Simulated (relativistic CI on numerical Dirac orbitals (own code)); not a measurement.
# V2+: from the plainest model towards the measured levels

Calculated with a relativistic CI code on KLI orbitals (one set per configuration, finite nucleus), adding one ingredient at a time: step 1, Dirac-Coulomb, each configuration alone; step 2, with Breit and QED terms; step 3, with configuration mixing; step 4, with scaled Slater integrals (0.85); step 5, with a P86 correlation estimate; step 6, tied to the ionisation limit. P86 is a density functional for the correlation energy, evaluated here for each configuration and added to its levels. Step 6 is semi-empirical: configurations made of the next ion and one excited electron move by 2905 cm⁻¹, so that their limit matches the tabulated ionisation energy, and those with a non-penetrating f or g electron also take the P86 value of the least penetrating other one.

Configuration list (outside the closed core [Ne] 3s2): 3p6 3d3, 3p6 3d2 4s, 3p6 3d2 4p, 3p6 3d2 4d, 3p6 3d2 5s, 3p6 3d2 5p, 3p6 3d 4s 4p, 3p6 3d2 4f, 3p6 3d2 5d, 3p6 3d2 5f, 3p5 3d4, 3p6 3d 4s2, 3p6 4s2 4p, 3p6 4s2 4d, 3p6 4s2 5s, 3p6 4s2 5p, 3p6 4s2 4f, 3p6 3d 4p2, 3p6 4s 4p2, 3p6 4p3, 3p6 4p2 4d, 3p6 4p2 5s, 3p6 4p2 5p, 3p6 4p2 4f, 3p6 3d 4s 4d, 3p6 4s 4p 4d, 3p6 4s 4d2, 3p6 4s 4d 5s, 3p6 4s 4d 5p, 3p6 4s 4d 4f.

Computed minus measured energy above the ground level, in cm⁻¹, for 23 of the 62 excited levels that pair in every step (one J of a term; a digit in brackets numbers repeated terms):

| Configuration | Term | J | Measured | Step 1 | Step 2 | Step 3 | Step 4 | Step 5 | Step 6 |
| --- | --- | --- | --- | --- | --- | --- | --- | --- | --- |
| 3p6 3d3 | a 4F | 5/2 | 146 | 12 | -14 | -16 | -17 | -17 | -17 |
| 3p6 3d3 | a 4P | 1/2 | 11514 | 3104 | 3074 | 3159 | 1017 | 1014 | 1011 |
| 3p6 3d3 | a 2G | 7/2 | 11966 | 2756 | 2702 | 2780 | 625 | 623 | 621 |
| 3p6 3d3 | a 2P | 3/2 | 15550 | 4113 | 4076 | 3936 | 1119 | 1127 | 1130 |
| 3p6 3d3 | a 2D2 | 3/2 | 16330 | 4931 | 4887 | 4678 | 1634 | 1643 | 1644 |
| 3p6 3d3 | a 2H | 9/2 | 16811 | 2758 | 2687 | 2850 | -45 | -50 | -53 |
| 3p6 3d3 | a 2F | 7/2 | 27728 | 6309 | 6242 | 6138 | 1170 | 1186 | 1192 |
| 3p6 3d3 | b 2D1 | 5/2 | 42267 | 11024 | 10985 | 9717 | 2009 | 2069 | 2083 |
| 3p6 3d2 4s | b 4F | 3/2 | 43942 | -2878 | -2716 | -2782 | -3691 | 879 | 3776 |
| 3p6 3d2 4s | b 2F | 5/2 | 49328 | -835 | -695 | -1684 | -3579 | 990 | 3869 |
| 3p6 3d2 4s | c 2D | 5/2 | 56160 | 475 | 611 | 370 | -2758 | 1810 | 4704 |
| 3p6 3d2 4s | b 4P | 1/2 | 56529 | 343 | 494 | 454 | -2736 | 1830 | 4730 |
| 3p6 3d2 4s | b 2P | 1/2 | 61579 | 2611 | 2758 | 1669 | -2412 | 2163 | 5048 |
| 3p6 3d2 4s | b 2G | 9/2 | 63303 | 761 | 845 | 567 | -3616 | 953 | 3850 |
| 3p6 3d2 4p | z 4G° | 5/2 | 85524 | -4639 | -4509 | -4294 | -5109 | 102 | 3002 |
| 3p6 3d2 4s | a 2S | 1/2 | 86304 | 7377 | 7523 | 6405 | -1963 | 2623 | 5515 |
| 3p6 3d2 4p | z 4F° | 3/2 | 86717 | -4525 | -4402 | -4209 | -5181 | 31 | 2930 |
| 3p6 3d2 4p | z 2F° | 5/2 | 87881 | -3601 | -3496 | -3660 | -4841 | 378 | 3272 |
| 3p6 3d2 4p | 4D° | 1/2 | 89006 | -4093 | -3975 | -3866 | -5185 | 29 | 2927 |
| 3p6 3d2 4p | 2D° | 5/2 | 89458 | -3370 | -3351 | -3673 | -4976 | 245 | 3136 |
| 3p6 3d2 4p | z 2G° | 7/2 | 91710 | -3129 | -3035 | -2953 | -4839 | 375 | 3276 |
| 3p6 3d2 4p | z 2S° | 1/2 | 94714 | -1603 | -1517 | -1375 | -3921 | 1291 | 4192 |
| 3p6 3d2 4p | z 4S° | 3/2 | 97512 | -1430 | -1329 | -1400 | -4347 | 871 | 3767 |

Mean absolute errors in cm⁻¹, over all paired levels and for the configurations:

| Configuration, levels | Step 1 | Step 2 | Step 3 | Step 4 | Step 5 | Step 6 |
| --- | --- | --- | --- | --- | --- | --- |
| all, 62 | 2909 | 2869 | 2775 | 3220 | 847 | 2900 |
| 3p6 3d3, 18 | 4070 | 4022 | 3873 | 907 | 917 | 919 |
| 3p6 3d2 4s, 16 | 1829 | 1862 | 1719 | 3119 | 1452 | 4345 |
| 3p6 3d2 4p, 28 | 2779 | 2705 | 2673 | 4764 | 456 | 3348 |

Measured levels: Sugar and Corliss, J. Phys. Chem. Ref. Data 7, 1191 (1978).

**Question.** What does each ingredient do to the ground and the excited configurations, and where is the model closest to experiment?

**Answer.** Terms of the ground configuration are off by 4070 at first, 3873 with mixing and 907 after scaling, which stands in for the correlation that narrows term splittings. The Breit and QED terms change the top of the ground term (measured 584) from 651 to 534. Mixing lowers the ground level by 261; relative to it the configurations that move most are 3p6 3d2 4s by -427, 3p6 3d2 4p by +31. The P86 estimate moves 3p6 3d2 4p by +5215, 3p6 3d2 4s by +4571, and takes the mean absolute error of the excited configurations from 4166 to 818. Step 6 takes that error from 818 to 3711; it grows for 3p6 3d2 4s, 3p6 3d2 4p. The shift fits the limit, so it does little for low levels whose errors differ from those near the limit. The mean absolute error is lowest at step 5 (847 cm⁻¹), and the largest single drop is from step 4 to 5 (3220 to 847).
